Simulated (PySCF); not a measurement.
Si(H)(F)(Br)(vinyl) (C₂H₄BrFSi), SMILES C=C[SiH](F)Br. Heavy atoms are numbered as in [SiH:1]([F:2])([Br:3])[CH:4]=[CH2:5]. Hydrogens are named by the atom that carries them.

Geometry: B3LYP-D3(BJ)/def2-SVP. This is a generated structure with no PubChem entry under its InChIKey; it may be hypothetical. One conformer was computed; it need not be the lowest.

The numbers are results of PBE/pcSseg-1 run with PySCF, not measurements.

GIAO shieldings, no solvent; atoms alike by connectivity are averaged. δ = σ(ref) − σ: ²⁹Si against TMS (σ = 335.4 ppm); ¹⁹F against CFCl3 (σ = 133.6 ppm); ¹³C against TMS (σ = 182.0 ppm); ¹H against TMS (σ = 31.49 ppm), references at their B3LYP-D3(BJ)/def2-TZVP geometries, non-relativistic (without spin–orbit terms, shifts of atoms bonded to Cl or Br come out too high).

```csv
atoms,nucleus,count,δ (ppm)
Si1 (SiH),²⁹Si,1,…
F2,¹⁹F,1,-196.1
C5 (CH2),¹³C,1,147.4
C4 (CH),¹³C,1,141.9
H on C5,¹H,2,6.78
H on C4,¹H,1,…
H on Si1,¹H,1,…
```

**Question.** Fill in the missing entries. (An estimate is asked for; the answer gives what the named calculation found.)

**Answer.** 
- H on C4, δ (ppm): 6.45
- Si1 (SiH), δ (ppm): 13.5
- H on Si1, δ (ppm): 6.42
